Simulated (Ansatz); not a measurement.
Frontier orbitals of CH4BFO2 (`OBOCF`).

```xyz
9

O    -1.9047    0.6080   -1.1160
B    -0.6953    0.6382   -0.5210
O    -0.2632   -0.4606    0.1747
C     1.0072   -0.4955    0.7126
F     1.8685   -1.0639   -0.1873
H    -2.3521   -0.2375   -1.0081
H    -0.0290    1.6286   -0.5928
H     0.9901   -1.1274    1.6027
H     1.3785    0.5102    0.9353
```

The species carries charge 0 and has multiplicity 1. Geometry: relaxed with PBE0-D4/def2-TZVP. It is one conformer, not always the lowest. Basis def2-TZVPP, Ansatz 0.2.0.

Orbital energies of one run (eV). Highest occupied ones, from the top: -8.07, -8.38, -9.07, -9.26, -9.89, -10.25, -10.92, -13.39, -13.42, -14.24, -14.93, -18.24, -27.12, -28.09. Empty: -0.05, 0.98, 1.77, 2.13, 2.77, 3.07.

(1) Which functional gave them?
A. r2SCAN
B. BLYP
C. revPBE
D. ωB97M-V

Results:

(1) A. HOMO energies: r2SCAN -8.07, ωB97M-V -11.82, revPBE -7.65, BLYP -7.67 eV.
